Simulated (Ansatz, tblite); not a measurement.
Spin states of the cluster Li4Te2⁺ (the lowest doublet isomer of a short search), each relaxed with PBE-D4/def2-SVP in Ansatz. Electronic energies in the gas phase.

In the def2 sets Te takes a core potential; there is no spin–orbit coupling. The xTB rows come from tblite. HSE06 is defined as in plane-wave codes, on full-range PBE exchange. Correlated methods freeze 8 core orbitals; core or outer-core shells of Li, Te are correlated, in sets that lack core-valence functions. The rows differ in basis, and correlated rows in double-zeta sets carry the largest basis error. In CCSD on the charge 1 quartet the largest single amplitude is 0.30, so its Hartree–Fock determinant may place the open shell otherwise than the density functionals do. The structure comes from a short search, and lower isomers may exist.

Doublet geometry:

```csv
atom,x (Å),y (Å),z (Å)
Li1,1.1904,-1.6564,0.2263
Li2,-0.8963,0.8205,1.6843
Li3,-1.7444,-0.6902,-1.3097
Li4,2.3216,2.4484,-0.9919
Te5,-1.2917,-1.7134,1.0918
Te6,0.4205,0.7911,-0.7007
```

Quartet geometry (Cs within 0.1 Å):

```xyz
6

Li    0.589   -1.777   -0.266
Li   -1.810   -0.423    0.403
Li    0.814    2.219   -1.583
Li    0.219   -0.972    2.700
Te   -0.599   -0.021   -2.068
Te    0.788    0.974    0.814
```

⟨S²⟩: doublet 0.76 at PBE0-D4/def2-TZVP (pure 0.75), quartet 3.76 at PBE0-D4/def2-TZVP (pure 3.75).

Only these spin states were relaxed. The quartet has other bonds than the doublet, so the gap mixes isomer and spin.

**Question.** Estimate which spin state lies lowest at each of these levels, and by how much: GFN1-xTB; GFN2-xTB; HF/def2-TZVP; PBE-D4/def2-TZVP; PBE0-D4/def2-TZVP; HSE06-D4/def2-TZVP; RPA@PBE/def2-TZVP; CCSD/def2-SVP.

**Answer.** 
| level | quartet − doublet (kJ/mol) | lowest of these |
| --- | --- | --- |
| GFN1-xTB | 231.5 | doublet |
| GFN2-xTB | 150.7 | doublet |
| HF/def2-TZVP | 246.0 | doublet |
| PBE-D4/def2-TZVP | 233.7 | doublet |
| PBE0-D4/def2-TZVP | 255.1 | doublet |
| HSE06-D4/def2-TZVP | 254.1 | doublet |
| RPA@PBE/def2-TZVP | 247.2 | doublet |
| CCSD/def2-SVP | 265.1 | doublet |

Change of the quartet − doublet gap on mixing in exact exchange, in kJ/mol: PBE to PBE0 (25 % exact exchange) 21.4. The xTB methods have no spin-polarisation term.
